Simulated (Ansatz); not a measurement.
Pulling on the Si1–Cl3 bond in ClHSi (SMILES [SiH]Cl) (multiplicity 1 held, fragments rigid). Energies count from the point at 2.094 Å.
Geometry at that point (charge 0, multiplicity 1):
```xyz
3

Si     0.787    -0.226     0.749
H      1.831    -0.494    -0.333
Cl    -0.756     0.215    -0.597
```

Signs of static correlation in cc-pV(T+d)Z, from Ansatz (a program for electronic structure) runs.

```
R (Å)  T1 of restricted CCSD  ⟨S²⟩ of UHF  largest double amplitude of restricted CCSD
-----  ---------------------  -----------  -------------------------------------------
1.675                  0.011        0.273                                        0.085
1.885                  0.012        0.287                                        0.086
2.094                  0.013        0.284                                        0.085
2.304                  0.015        0.269                                        0.082
2.513                  0.017        0.246                                        0.071
2.827                  0.022        0.207                                        0.070
3.141                  0.030          ___                                        0.112
3.665                  0.054        0.947                                        0.178
4.189                  0.101        1.023                                        0.311
4.817                    ___        1.044                                        0.678
5.655                  0.276        1.049                                        1.283
6.702                  0.297        1.051                                        1.544
```

### Question
Fill in the missing entries.

### Answer

- 3.141, ⟨S²⟩ of UHF: 0.492
- 4.817, T1 of restricted CCSD: 0.186

Doubts at one or more of the structures used: a restricted determinant that unrestricted orbitals would lower (R-CCSD(T)/cc-pV(T+d)Z); T1 above 0.05 (R-CCSD(T)/cc-pV(T+d)Z, U-CCSD(T)/cc-pV(T+d)Z); other coupled-cluster roots lie near (R-CCSD(T)/cc-pV(T+d)Z); a spin-contaminated determinant (U-CCSD(T)/cc-pV(T+d)Z).
